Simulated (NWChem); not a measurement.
System: C2H3ClFNSi; SMILES [Si@@H](F)(CC#N)Cl

Input file for NWChem:

```
start job
memory heap 200 mb stack 900 mb global 1100 mb
geometry units angstroms noautosym nocenter noautoz
  N      0.040765    -3.382084    -0.183289
  C      0.390612    -2.321417     0.122130
  C      0.798399    -0.974106     0.466645
  Si    -0.281333     0.333718    -0.350864
  F     -1.752684     0.258735     0.307099
  Cl     0.535934     2.158979     0.095212
  H      0.753998    -0.828484     1.559060
  H      1.844090    -0.807886     0.157754
  H     -0.399617     0.165604    -1.813890
end
basis spherical
  * library 6-31g*
end
dft
  xc pbe0
  iterations 150
end
cosmo
  do_cosmo_smd true
  solvent etoac
end
task dft energy
```

Parts of the log:

```
             Northwest Computational Chemistry Package (NWChem) 7.3.0
             --------------------------------------------------------

                             Geometry "geometry" -> ""
                             -------------------------

 Output coordinates in angstroms (scale by  1.889725989 to convert to a.u.)

  No.       Tag          Charge          X              Y              Z
 ---- ---------------- ---------- -------------- -------------- --------------
    1 N                    7.0000     0.04076500    -3.38208400    -0.18328900
    2 C                    6.0000     0.39061200    -2.32141700     0.12213000
    3 C                    6.0000     0.79839900    -0.97410600     0.46664500
    4 Si                  14.0000    -0.28133300     0.33371800    -0.35086400
    5 F                    9.0000    -1.75268400     0.25873500     0.30709900
    6 Cl                  17.0000     0.53593400     2.15897900     0.09521200
    7 H                    1.0000     0.75399800    -0.82848400     1.55906000
    8 H                    1.0000     1.84409000    -0.80788600     0.15775400
    9 H                    1.0000    -0.39961700     0.16560400    -1.81389000

 Effective nuclear repulsion energy (a.u.)     330.5295330887

                                 NWChem DFT Module
                                 -----------------

 Summary of "ao basis" -> "ao basis" (spherical)
 ------------------------------------------------------------------------------
       Tag                 Description            Shells   Functions and Types
 ---------------- ------------------------------  ------  ---------------------
 N                           6-31g*                  6       14   3s2p1d
 C                           6-31g*                  6       14   3s2p1d
 Si                          6-31g*                  8       18   4s3p1d
 F                           6-31g*                  6       14   3s2p1d
 Cl                          6-31g*                  8       18   4s3p1d
 H                           6-31g*                  2        2   2s

 in cosmo_initialize ...
 calling solv_data for solv:etoac

 solvent parameters
 solvname_short: etoac
 solvname_long:  ethyl acetate
 dielec:        5.9867
 dielecinf:     1.8832
 nonaqueous SMD model solvent descriptors
 dielec:        5.9867
 sola:          0.0000
 solb:          0.4500
 solc:          0.0000
 solg:         33.6700
 solh:          0.0000
 soln:          1.3723

          ---------------
          -cosmo- solvent
          ---------------
 Cosmo: York-Karplus, doi: 10.1021/jp992097l
 dielectric constant -eps-     =   5.99
 screen = (eps-1)/(eps    )    =   0.83296
 surface charge correction     = lagrangian

   van der Waals surface
 --------------------------

[...]

                                COSMO-SMD solvation results
                                ---------------------------

             internal energy in gas <Psi(g)|H|Psi(g)> =      -981.839115628715
         internal energy in solvent <Psi(s)|H|Psi(s)> =      -981.836917974149
                               delta internal energy  =         0.002197654566 (    1.38 kcal/mol)
   total free energy in solvent <Psi(s)|H+V/2|Psi(s)> =      -981.850645583028
 polarization energy contribution <Psi(s)|V/2|Psi(s)> =        -0.013727608879 (   -8.61 kcal/mol)
    total free energy in solvent including G(SMD-CDS) =      -981.850384760065
                       G(SMD-CDS) energy contribution =         0.000260822963 (    0.16 kcal/mol)
     1 M fixed-concentration free energy of solvation =        -0.011269131350 (   -7.07 kcal/mol)

                       DFT Final Molecular Orbital Analysis
                       ------------------------------------

 Vector   29  Occ=2.000000D+00  E=-3.587384D-01
              MO Center=  3.6D-01,  8.2D-01, -6.9D-02, r^2= 5.7D+00
   Bfn.  Coefficient  Atom+Function         Bfn.  Coefficient  Atom+Function
  ----- ------------  ---------------      ----- ------------  ---------------
    83      0.598524  6 Cl pz                87      0.323193  6 Cl pz
    79     -0.233625  6 Cl pz                 3      0.176702  1 N  px
    17      0.168780  2 C  px                98      0.164472  9 H  s
    97      0.111748  9 H  s                  4     -0.108139  1 N  py
     7      0.103968  1 N  px                21      0.092038  2 C  px

 Vector   30  Occ=2.000000D+00  E=-3.497338D-01
              MO Center=  3.2D-01, -2.4D+00,  4.8D-02, r^2= 3.0D+00
   Bfn.  Coefficient  Atom+Function         Bfn.  Coefficient  Atom+Function
  ----- ------------  ---------------      ----- ------------  ---------------
     5      0.344713  1 N  pz                19      0.275945  2 C  pz
     3     -0.265871  1 N  px                17     -0.213367  2 C  px
     9      0.207941  1 N  pz                23      0.165033  2 C  pz
     7     -0.160614  1 N  px                21     -0.130315  2 C  px
    33     -0.130114  3 C  pz                81     -0.122546  6 Cl px

 Vector   31  Occ=2.000000D+00  E=-3.277206D-01
              MO Center=  2.5D-01, -1.1D+00, -6.5D-02, r^2= 5.2D+00
   Bfn.  Coefficient  Atom+Function         Bfn.  Coefficient  Atom+Function
  ----- ------------  ---------------      ----- ------------  ---------------
     3      0.255001  1 N  px                83     -0.217693  6 Cl pz
     5      0.198818  1 N  pz                82      0.184538  6 Cl py
    31     -0.181394  3 C  px                 7      0.163882  1 N  px
    51      0.157365  4 Si pz                17      0.153043  2 C  px
    98     -0.153648  9 H  s                 32      0.150917  3 C  py

 Vector   32  Occ=0.000000D+00  E= 9.002725D-03
              MO Center=  1.7D-01, -7.4D-01, -2.0D-01, r^2= 5.5D+00
   Bfn.  Coefficient  Atom+Function         Bfn.  Coefficient  Atom+Function
  ----- ------------  ---------------      ----- ------------  ---------------
    52      0.540956  4 Si s                 84     -0.530548  6 Cl s
    53      0.490552  4 Si px                86      0.432000  6 Cl py
    54      0.421276  4 Si py                48      0.353547  4 Si s
    49      0.352325  4 Si px                96     -0.272944  8 H  s
     7     -0.259110  1 N  px                82      0.249392  6 Cl py

 Vector   33  Occ=0.000000D+00  E= 2.693814D-02
              MO Center= -2.6D-01,  6.2D-02, -2.3D-01, r^2= 5.0D+00
   Bfn.  Coefficient  Atom+Function         Bfn.  Coefficient  Atom+Function
  ----- ------------  ---------------      ----- ------------  ---------------
    53      0.766382  4 Si px                66      0.436074  5 F  s
    96     -0.394589  8 H  s                 54     -0.369978  4 Si py
    94      0.369093  7 H  s                 48     -0.302856  4 Si s
    85     -0.269577  6 Cl px                49      0.264237  4 Si px
    36     -0.186849  3 C  py                55     -0.186901  4 Si pz

 Vector   34  Occ=0.000000D+00  E= 3.784917D-02
              MO Center=  2.6D-01, -1.9D+00,  1.6D-02, r^2= 4.3D+00
   Bfn.  Coefficient  Atom+Function         Bfn.  Coefficient  Atom+Function
  ----- ------------  ---------------      ----- ------------  ---------------
    53      0.401422  4 Si px                96      0.376739  8 H  s
     9     -0.368732  1 N  pz                23      0.366978  2 C  pz
    21     -0.355458  2 C  px                94     -0.341875  7 H  s
     7      0.337990  1 N  px                19      0.301769  2 C  pz
    17     -0.285258  2 C  px                 5     -0.282094  1 N  pz

     Multipole analysis of the density
     ---------------------------------

     L   x y z        total         alpha         beta         nuclear
     -   - - -        -----         -----         ----         -------
     0   0 0 0     -0.000000    -31.000000    -31.000000     62.000000

     1   1 0 0      0.931875      1.395728      1.395728     -1.859581
     1   0 1 0      1.022591      1.659476      1.659476     -2.296361
     1   0 0 1      0.138852     -1.464039     -1.464039      3.066931

     2   2 0 0    -35.194163    -93.515472    -93.515472    151.836780
     2   1 1 0     -1.896261     -2.772430     -2.772430      3.648598
     2   1 0 1      1.110387     -3.133391     -3.133391      7.377168
     2   0 2 0    -51.293984   -384.297854   -384.297854    717.301724
     2   0 1 1     -2.182725     -2.451465     -2.451465      2.720205
     2   0 0 2    -33.384859    -34.732253    -34.732253     36.079646
```

Level: PBE0/6-31G* (spherical d), SMD on the gas-phase geometry. All runs use the structure optimised with PBE0/def2-SVP. Solvent: ethyl acetate.
